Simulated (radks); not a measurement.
Neutral silicon inside a hard spherical wall (all orbitals vanish at R), configuration held at [Ne] 3s2 3p2 and not refilled when levels cross. All-electron calculation, scalar-relativistic Kohn-Sham, PBE, spin-polarised, spherical densities, point nucleus; open shells are filled with parallel spins first. Program: a radial shooting solver on a logarithmic mesh with Libxc functionals. Eigenvalues in eV for spin up, with the zero of energy where the potential of the charges vanishes at infinity; a dash marks a level that is unbound or too diffuse for the functional's potential to be trusted. A positive occupied level is held by the wall or, in an anion where self-interaction has pushed it up, behind a barrier. The pressure on the wall is -dE/dV.

R (bohr)	E (hartree)	kinetic (hartree)	e(2s)	e(2p)	e(3s)	e(3p)	e(4s, empty)	e(4p, empty)	pressure (GPa)
free	-289.86612	290.588	-139.31	-95.394	-11.374	-4.621	-	-	0
15	-289.86611	290.588	-139.31	-95.394	-11.374	-4.621	-0.423	0.523	< 0.0001
8	-289.86355	290.608	-139.11	-95.193	-11.236	-4.471	1.640	4.107	0.107
7	-289.85799	290.645	-138.82	-94.900	-11.046	-4.248	3.240	6.385	0.452
6	-289.83963	290.750	-138.11	-94.190	-10.596	-3.691	6.360	10.463	2.07
4	-289.53069	292.050	-132.17	-88.227	-6.357	1.723	28.639	35.757	66.3
3.5	-289.19818	293.192	-128.24	-84.276	-2.850	6.067	44.386	52.387	180
2	-282.75960	309.821	-97.160	-52.683	51.379	65.270	228.26	230.33	7720
